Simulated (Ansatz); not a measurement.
`OCOB[SiH3]` + `O[BH][AlH2]` → `[AlH2][BH]O[SiH3]` + `BOCO`  (cleavage of the Si–B bond)

Isolated molecules relaxed with PBE0-D4/def2-TZVP in Ansatz; ΔE leaves out vibrations. CCSD(T)/CBS adds triple-zeta CCSD(T) − MP2 to the extrapolated MP2 energy (def2 sets, frozen cores). Functionals use def2-TZVPP. HSE06 is defined as in plane-wave codes. One conformer a species, not always the lowest.

```json
{"level": "LDA (SPW92)", "ΔE (kJ/mol)": "-78.4"}
{"level": "HSE06-D4", "ΔE (kJ/mol)": "-88.8"}
{"level": "BLYP", "ΔE (kJ/mol)": "-103.6"}
{"level": "CAM-B3LYP", "ΔE (kJ/mol)": "-111.4"}
{"level": "CCSD/def2-TZVPP", "ΔE (kJ/mol)": "-106.6"}
{"level": "CCSD(T)/def2-TZVPP", "ΔE (kJ/mol)": "-102.6"}
{"level": "HF/def2-QZVPP", "ΔE (kJ/mol)": "-136.3"}
{"level": "MP2/def2-QZVPP", "ΔE (kJ/mol)": "-113.1"}
```

(1) What does CCSD(T)/CBS give? (An estimate is asked.)

Largest T1 diagnostic among the species: 0.014.

## Answers

(1) Computed: -104.3 kJ/mol. The listed levels differ from it by 25.9, 15.5, 0.7, -7.1, -2.3, 1.7, -32.0, -8.8 kJ/mol.

Leaving LDA and LC-ωPBE aside and taking each functional with its dispersion term where it has one, the values, not all of them listed here, spread over 35.5 kJ/mol, from BHLYP-D4 to revPBE-D4. LDA lies +4.3 kJ/mol from PBE without D4. At CCSD(T), def2-SVP lies +18.0 kJ/mol from the extrapolated value and def2-TZVPP +1.7 kJ/mol. In def2-TZVPP, CCSD(T) changes the Hartree–Fock value by +31.1 kJ/mol (the triples alone add +4.0 kJ/mol) and MP2 by +22.5 kJ/mol.
